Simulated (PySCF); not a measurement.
**Ionisation energy of Kr by level of theory**

Kr [Kr] (1S) → Kr+ [Ar] 3d10 4s2 4p5 (2P), as a difference of total energies. Calculation: PySCF 2.14, in aug-cc-pVTZ-PP with one added diffuse shell each of s, d, f type with ECP10MDF (7s5p5d3f, 68 functions); a scalar-relativistic core potential. Correlated levels: valence: 3s2 3p6 3d10 frozen. The calculations carry no spin-orbit coupling.

| method | ionisation energy (eV) | error (eV) |
| --- | --- | --- |
| UHF | 13.053 | -1.169 |
| LDA | 14.295 | +0.073 |
| PBE | 13.999 | -0.223 |
| PBE0 | 14.051 | -0.171 |
| r2SCAN | 14.133 | -0.089 |
| r2SCANh | 14.131 | -0.091 |
| HSE06 | 14.049 | -0.173 |
| revPBE | 13.929 | -0.293 |
| CAM-B3LYP | 14.119 | -0.103 |
| MP2 (valence) | 14.040 | -0.182 |
| SCS-MP2 (valence) | 13.955 | -0.267 |

Reference: 14.222 eV (measured; NIST levels, between the centres of gravity of the two terms).

Errors of the correlated levels include the incompleteness of this basis and the frozen core.
